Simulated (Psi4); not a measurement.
BCl3, singlet, geometry from GFN2-xTB; CCSD/6-31G run with Psi4.

Psi4 was given this input:
```
memory 2 GB

molecule mol {
0 1
B    -0.000129    0.000175   -0.010652
Cl    0.026664    1.722908    0.028970
Cl    1.478870   -0.884263   -0.031397
Cl   -1.505497   -0.838697    0.005559
}

set {
  basis 6-31g
  reference rhf
  puream false
}

energy('ccsd')
print_variables()
```

The log (banner, timings and long lists left out):

```
   => Loading Basis Set <=

    Name: 6-31G
    Role: ORBITAL
    Keyword: BASIS

         ---------------------------------------------------------
                                   SCF
               by Justin Turney, Rob Parrish, Andy Simmonett
                          and Daniel G. A. Smith
                              RHF Reference
         ---------------------------------------------------------

  ==> Geometry <==

    Molecular point group: c1
    Full point group: C1

    Geometry (in Angstrom), charge = 0, multiplicity = 1:

       Center              X                  Y                   Z               Mass
    ------------   -----------------  -----------------  -----------------  -----------------
         B           -0.000127909961     0.000174066149    -0.010585152600    11.009305360000
         CL           0.026665090039     1.722907066149     0.029036847400    34.968852682000
         CL           1.478871090039    -0.884263933851    -0.031330152600    34.968852682000
         CL          -1.505495909961    -0.838697933851     0.005625847400    34.968852682000

  Running in c1 symmetry.

  Rotational constants: A =      0.10821  B =      0.10821  C =      0.05411 [cm^-1]
  Rotational constants: A =   3244.06758  B =   3244.06639  C =   1622.04769 [MHz]
  Nuclear repulsion =  232.002564331462736

  Charge       = 0
  Multiplicity = 1
  Electrons    = 56
  Nalpha       = 28
  Nbeta        = 28

  ==> Algorithm <==

  SCF Algorithm Type is PK.
  DIIS enabled.
  MOM disabled.
  Fractional occupation disabled.
  Guess Type is SAD.
  Energy threshold   = 1.00e-08
  Density threshold  = 1.00e-08
  Integral threshold = 1.00e-12

  ==> Primary Basis <==

  Basis Set: 6-31G
    Blend: 6-31G
    Number of shells: 26
    Number of basis functions: 48
    Number of Cartesian functions: 48
    Spherical Harmonics?: false
    Max angular momentum: 1

  ==> Integral Setup <==

  Using in-core PK algorithm.
   Calculation information:
      Number of atoms:                   4
      Number of AO shells:              26
      Number of primitives:             92
      Number of atomic orbitals:        48
      Number of basis functions:        48

      Integral cutoff                 1.00e-12
      Number of threads:                 1

  Performing in-core PK
  Using 1384152 doubles for integral storage.
  We computed 52049 shell quartets total.
  Whereas there are 61776 unique shell quartets.

  ==> DiskJK: Disk-Based J/K Matrices <==

    J tasked:                  Yes
    K tasked:                  Yes
    wK tasked:                  No
    Schwarz Cutoff:          1E-12

  Minimum eigenvalue in the overlap matrix is 1.1870427173E-02.
  Reciprocal condition number of the overlap matrix is 2.9170337409E-03.
    Using symmetric orthogonalization.

  ==> Pre-Iterations <==

  SCF Guess: Superposition of Atomic Densities via on-the-fly atomic UHF (no occupation information).

   -------------------------
    Irrep   Nso     Nmo
   -------------------------
     A         48      48
   -------------------------
    Total      48      48
   -------------------------

  ==> Iterations <==

                        Total Energy        Delta E     RMS |[F,P]|

   @RHF iter SAD: -1403.20340467008396   -1.40320e+03   0.00000e+00
   @RHF iter   1: -1403.10245077979539    1.00954e-01   5.84622e-03 DIIS/ADIIS
   @RHF iter   2: -1403.14800436158021   -4.55536e-02   2.71934e-03 DIIS/ADIIS
   @RHF iter   3: -1403.15935369848921   -1.13493e-02   3.23398e-04 DIIS/ADIIS
   @RHF iter   4: -1403.15974834214535   -3.94644e-04   5.70540e-05 DIIS
   @RHF iter   5: -1403.15976389015191   -1.55480e-05   1.03176e-05 DIIS
   @RHF iter   6: -1403.15976430888600   -4.18734e-07   1.88515e-06 DIIS
   @RHF iter   7: -1403.15976432101206   -1.21261e-08   2.76510e-07 DIIS
   @RHF iter   8: -1403.15976432128832   -2.76259e-10   3.88042e-08 DIIS
   @RHF iter   9: -1403.15976432129128   -2.95586e-12   3.62731e-09 DIIS
[...]
  @RHF Final Energy: -1403.15976432129128
    Total Energy =                      -1403.1597643212912772
[...]
    Maxiter         =     50
    R_Convergence   =     1.0e-07
    E_Convergence   =     1.0e-06
    Restart         =     Yes
    DIIS            =     Yes
    AO Basis        =     NONE
    ABCD            =     NEW
    Cache Level     =     2
    Cache Type      =     LOW
    Print Level     =     1
    Num. of threads =     1
    # Amps to Print =     10
    Print MP2 Amps? =     No
    Analyze T2 Amps =     No
    Print Pair Ener =     No
    Local CC        =     No
    SCS-MP2         =     False
    SCSN-MP2        =     False
    SCS-CCSD        =     False

MP2 correlation energy -0.1896048318584856
                Solving CC Amplitude Equations
                ------------------------------
  Iter             Energy              RMS        T1Diag      D1Diag    New D1Diag    D2Diag
  ----     ---------------------    ---------   ----------  ----------  ----------   --------
     0        -0.189604831858486    0.000e+00    0.000000    0.000000    0.000000    0.100639
     1        -0.199258851464318    6.275e-02    0.006937    0.042131    0.042131    0.106670
     2        -0.206250818939240    1.851e-02    0.007531    0.047983    0.047983    0.112780
     3        -0.207648858435252    8.207e-03    0.008641    0.056631    0.056631    0.115032
     4        -0.207693926850599    2.051e-03    0.008904    0.059190    0.059190    0.115840
     5        -0.207683958640175    4.544e-04    0.008952    0.059678    0.059678    0.115929
     6        -0.207677137794666    1.240e-04    0.008966    0.059797    0.059797    0.115931
     7        -0.207675853067275    2.228e-05    0.008967    0.059810    0.059810    0.115929
     8        -0.207676088668287    4.847e-06    0.008967    0.059812    0.059812    0.115929
     9        -0.207676071657415    1.071e-06    0.008967    0.059813    0.059813    0.115929
    10        -0.207676062427317    2.787e-07    0.008967    0.059813    0.059813    0.115929
    11        -0.207676063906710    6.080e-08    0.008967    0.059813    0.059813    0.115929

    Iterations converged.

    Largest TIA Amplitudes:
             22   0        -0.0583465384
             22  15        -0.0124773310
             24   6         0.0110434557
             23   7         0.0110434536
             19   1         0.0091695471
             23   3        -0.0075329441
             24   2        -0.0075329275
             21   2         0.0074275855
             20   3         0.0074275270
             21   9         0.0074246923

    Largest TIjAb Amplitudes:
     22  22   0   0        -0.0420553795
     19  22   1   0         0.0267550237
     22  19   0   1         0.0267550237
     19  19   0   0        -0.0264537328
     21  21   2   2        -0.0261278020
     20  20   3   3        -0.0261277805
     19  19   1   1        -0.0250373375
     25  25   0   0        -0.0247151668
     26  26   0   0        -0.0247151247
     19  21   1   2        -0.0214705297

    SCF energy       (wfn)                    = -1403.159764321291277
    Reference energy (file100)                = -1403.159764321290595

    Opposite-spin MP2 correlation energy      =   -0.139610221665964
    Same-spin MP2 correlation energy          =   -0.049994610192522
    Singles MP2 correlation energy            =   -0.000000000000000
    MP2 correlation energy                    =   -0.189604831858486
      * MP2 total energy                      = -1403.349369153149155

    Opposite-spin CCSD correlation energy     =   -0.160035924531122
    Same-spin CCSD correlation energy         =   -0.047640139375589
    Singles CCSD correlation energy           =    0.000000000000000
    CCSD correlation energy                   =   -0.207676063906710
      * CCSD total energy                     = -1403.367440385197369

  Variable Map:
  ----------------------------------------------------------------------------
[...]
  Array Variable Map:
  ----------------------------------------------------------------------------
[...]
[...]
```
